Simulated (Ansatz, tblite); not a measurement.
Cost and result up the ladder for the cluster SnBr₂⁻ (the lowest doublet isomer of a short search) (3 atoms). Charge -1, multiplicity 2. Geometry: PBE-D4/def2-TZVPD.

Cartesian coordinates in Å:
```
Sn 0.554 0.925 -0.437
Br -0.703 0.598 1.922
Br 0.148 -1.523 -1.485
```

Ansatz on 4 threads of Arm Neoverse V2 on a shared host; xTB runs through tblite on one thread. Times are rough, summed over both states, and most runs start from the orbitals of an earlier one. ωB97M-V/def2-TZVPD serves as the yardstick here, not as an exact answer. Differences are given only for rows in sets of like size (and for xTB, whose basis is part of the method), since another set adds its own error. The other state is a quartet at its own geometry.

In the def2 sets Sn takes a core potential; there is no spin–orbit coupling. The xTB rows come from tblite. Correlated methods freeze 22 core orbitals; core or outer-core shells of Sn, Br are correlated, in sets that lack core-valence functions. The rows differ in basis, and correlated rows in double-zeta sets carry the largest basis error. The structure comes from a short search, and lower isomers may exist.

Correlated methods converge slowly with the basis, most of all in double-zeta sets.

xTB has no spin-polarisation term.

```
                           level  functions  wall time
                        GFN1-xTB         27    0.008 s
                        GFN2-xTB         27    0.008 s
               PBE-D4/def2-TZVPD        170      6.8 s
                   HF/def2-TZVPD        170      6.9 s
              BLYP-D4/def2-TZVPD        170      8.2 s
                  MP2/def2-TZVPD        170        9 s
PBE0-D4/def2-TZVPD (with forces)        170       13 s
              RPA@PBE/def2-TZVPD        170       13 s
            r2SCAN-D4/def2-TZVPD        170       15 s
           r2SCAN0-D4/def2-TZVPD        170       21 s
              ωB97X-V/def2-TZVPD        170       28 s
              ωB97M-V/def2-TZVPD        170       34 s
               CCSD(T)/def2-SVPD        114       38 s
```

(1) Estimate what each level gives for the quartet − doublet (eV).

Answers

(1) 
```csv
level,quartet − doublet (eV),difference from ωB97M-V/def2-TZVPD (eV),remarks
GFN1-xTB,3.94,1.23,–
GFN2-xTB,3.92,1.21,–
PBE-D4/def2-TZVPD,2.56,-0.15,"HOMO above zero (doublet), HOMO above zero (quartet)"
HF/def2-TZVPD,1.99,-0.72,–
BLYP-D4/def2-TZVPD,2.69,-0.01,"HOMO above zero (doublet), HOMO above zero (quartet)"
MP2/def2-TZVPD,2.73,0.02,–
PBE0-D4/def2-TZVPD (with forces),2.54,-0.17,–
RPA@PBE/def2-TZVPD,2.55,-0.15,–
r2SCAN-D4/def2-TZVPD,2.45,-0.26,"HOMO above zero (doublet), HOMO above zero (quartet)"
r2SCAN0-D4/def2-TZVPD,2.43,-0.27,–
ωB97X-V/def2-TZVPD,2.79,0.08,–
ωB97M-V/def2-TZVPD,2.71,0.00,–
CCSD(T)/def2-SVPD,2.41,–,–
```
